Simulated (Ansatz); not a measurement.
Si(OH)4 (SiO₄H₄). Total charge 0; singlet. Geometry PBE-D4/def2-SVP; atoms count from 1.

```xyz
9

Si   -0.0001    0.0000    0.0000
O     1.2414    0.7773   -0.7930
H     0.9528    1.5739   -1.2722
O     0.5078   -1.5710    0.2193
H     1.0718   -1.8977   -0.5036
O    -1.3564    0.2227   -0.9407
H    -2.1886    0.1222   -0.4461
O    -0.3930    0.5712    1.5145
H     0.1643    0.2014    2.2217
```

Estimate the Mulliken populations from the PBE0/def2-TZVP orbitals of Ansatz.


| atom | charge (e) |
| --- | --- |
| Si1 | 0.77 |
| O2 | -0.53 |
| H3 | 0.34 |
| O4 | -0.53 |
| H5 | 0.34 |
| O6 | -0.53 |
| H7 | 0.34 |
| O8 | -0.53 |
| H9 | 0.34 |
Mulliken values depend strongly on the basis.

And the Mayer bond orders between heavy atoms (over 0.3)?

Si1–O2 1.20 (1.67 Å); Si1–O4 1.20 (1.67 Å); Si1–O6 1.20 (1.67 Å); Si1–O8 1.20 (1.67 Å).
